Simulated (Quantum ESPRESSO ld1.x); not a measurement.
Values are calculated unless marked as measured or tabulated.
Problem. These are the eigenvalues of the occupied orbitals of an atom or ion with whole-number occupations (hartree). Code: ld1.x of Quantum ESPRESSO 7.5. Model: non-relativistic Kohn-Sham, LDA (Slater exchange, Perdew-Wang correlation), spin-polarised, spherical densities, point nucleus.

| orbital | eigenvalue |
|---|---|
| 1s up | -76.9528 |
| 1s down | -76.9467 |
| 2s up | -7.19516 |
| 2s down | -7.18812 |
| 2p up | -5.44582 |
| 2p down | -5.43704 |
| 3s up | -1.26573 |
| 3s down | -1.22145 |
| 3p up | -0.91498 |

Which element is it, and in what charge state? The configuration may be excited. Open shells, if any, are filled with parallel spins first.

Solution. Z = 15, phosphorus, charge +2: P2+ in [Ne] 3s2 3p1. The list shows which subshells hold electrons but not how many an open one holds; the 1s level, -76.953 hartree, gives Z - s = 12.4 by -(Z - s)^2/2, which with screening narrows Z to a few neighbours, and the depths of the outer levels then fix element, charge and occupations together.
